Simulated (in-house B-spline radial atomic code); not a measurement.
## Ionising the selenium ion Se²⁺ with different functionals

Computed with a B-spline radial code for spherical atoms: non-relativistic Hamiltonian, point nucleus, spin-polarised at highest spin, spherical fractional occupations for the functionals, the average over the highest-spin determinants for Hartree-Fock. The ionisation energy is the difference of two self-consistent energies, [Ar] 3d10 4s2 4p2 → [Ar] 3d10 4s2 4p1, without Breit or QED terms; ε is the level of the shell that loses the electron (its least bound occupied spin orbital). There is no spin-orbit coupling in this Hamiltonian.

Hybrids are left out here: with spherical fractional occupations of an open shell their exact exchange keeps a self-interaction that integer-occupation calculations don't have.

```
           method          rung  ΔSCF (eV)  -ε(4p) (eV)
     Hartree-Fock  Hartree-Fock      30.96        31.29
         LDA VWN5           LDA      31.76        26.44
         LDA PW92           LDA      31.75        26.43
LDA exchange-only           LDA      30.64        25.39
              PBE           GGA      31.60        26.34
           PBEsol           GGA      31.63        26.36
             BLYP           GGA      31.43        26.09
             RPBE           GGA      31.57        26.32
             PW91           GGA      31.69        26.41
             BP86           GGA      31.72        26.42
             AM05           GGA          ?            ?
             OLYP           GGA      31.55        26.30
             TPSS      meta-GGA      31.69        26.47
             SCAN      meta-GGA      31.93        26.76
           r2SCAN      meta-GGA      31.93        26.76
            M06-L      meta-GGA          ?            ?
          revTPSS      meta-GGA      31.70        26.49
```

Question: What does M06-L give?

Answer: ΔSCF 31.27 eV, and -ε(4p) = 26.15 eV.

Question: What does AM05 give?

Answer: ΔSCF 31.60 eV, and -ε(4p) = 26.32 eV.

Question: How do they compare with the NIST value?

Answer: NIST lists 31.70 eV ± 0.019 (measured, ground level to ground level). Errors run from -1.05 to +0.23 eV; revTPSS is closest (+0.01 eV), though others lie within the uncertainty of it, and part of that can be cancellation, since the calculations leave out relativity, Breit-QED terms, multiplet and fine-structure energies. Hartree-Fock also lacks correlation.
